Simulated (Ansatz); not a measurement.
Ansatz (a quantum-chemistry and plane-wave program) input (B3LYP-D3(BJ)/def2-TZVP):

Ansatz 0.2 input:
```yaml
crystal:
  periodic: [false, false, false]
  atoms:
    - {symbol: Si, position_ang: [-0.17733362, 0.30819923, 0.00771117]}
    - {symbol: Cl, position_ang: [-1.04243896, -0.16511805, 1.85716615]}
    - {symbol: Cl, position_ang: [-1.74773265, -0.00691931, -1.30699598]}
    - {symbol: O, position_ang: [0.47179667, 1.68706078, -0.03394725]}
    - {symbol: O, position_ang: [0.74971435, -1.02900242, -0.31184591]}
    - {symbol: H, position_ang: [1.67852577, -0.85991714, -0.19854884]}
basis:
  gaussian:
    orbitals: def2-TZVP
hamiltonian:
  xc: b3lyp
  dispersion: d3bj
total_charge: -1
relax: {f_tol: 0.002, max_steps: 150}
```

End of the output:

```
the calculation of the forces begins
reference -37044.75565709 eV, -1361.3696605609 hartree; 33, 33 occupied and 146, 146 virtual orbitals, 1133 factors
relax step   9: F+E_penalty+E_count = -37045.07979249 eV  Δ(F+E_penalty+E_count) = -2.342e-6 eV  max|allowed force component| = 2.338e-3 eV/Å  Δτ_max = 0.0014 Å  (25 SCF iters, accepted)
these checks for a lower state are left out or cut short: starts, cluster_reference, orbital_swaps, neighbouring_geometries, increment
integrals: 0.11 GiB planned
1133 factors; their error is unknown
0.23 GiB of the device are held for the grids
0.95 GiB of device memory are held for the factors and their scratch space
mean field: 0.71 GiB planned
mean field -37044.75540406 eV, -1361.3696512620 hartree, gradient 1.2e-5 eV, S^2 0.000000; 0 other end points of the search recorded, 0 dependent functions left out
the calculation of the forces begins
reference -37044.75564887 eV, -1361.3696602589 hartree; 33, 33 occupied and 146, 146 virtual orbitals, 1133 factors
relax step  10: F+E_penalty+E_count = -37045.07979290 eV  Δ(F+E_penalty+E_count) = -4.140e-7 eV  max|allowed force component| = 1.408e-3 eV/Å  Δτ_max = 0.0006 Å  (23 SCF iters, accepted)
integrals: 0.11 GiB planned
1133 factors; their error is unknown
0.23 GiB of the device are held for the grids
0.95 GiB of device memory are held for the factors and their scratch space
mean field: 0.71 GiB planned
mean field evaluation 96: about -37044.7554 eV, gradient 2.2e-4 eV
mean field -37044.75540406 eV, -1361.3696512620 hartree, gradient 1.2e-5 eV, S^2 0.000000; 1 other end points of the search recorded, 0 dependent functions left out
the calculation of the forces begins
reference -37044.75564887 eV, -1361.3696602589 hartree; 33, 33 occupied and 146, 146 virtual orbitals, 1133 factors
Total energy: -37045.08003772 eV, -1361.3815813291 hartree
Atom 0 at    -0.163011     0.288606     0.044844 Å, force    -0.000498     0.000301     0.000155 eV/Å
Atom 1 at    -1.140451    -0.156028     1.888424 Å, force    -0.000153    -0.000112     0.000386 eV/Å
Atom 2 at    -1.764085    -0.013466    -1.332511 Å, force    -0.000300    -0.000045    -0.000344 eV/Å
Atom 3 at     0.544429     1.651125    -0.031773 Å, force     0.000228    -0.000035    -0.000070 eV/Å
Atom 4 at     0.778430    -1.070671    -0.197660 Å, force    -0.000685     0.000043     0.000198 eV/Å
Atom 5 at     1.677220    -0.765263    -0.357784 Å, force     0.001408    -0.000152    -0.000325 eV/Å
Dipole moment:    -0.041750    -0.526091    -0.015138 e Å
```

It need not be the lowest isomer of its formula. Whether it binds its extra electron was not tested at this geometry.
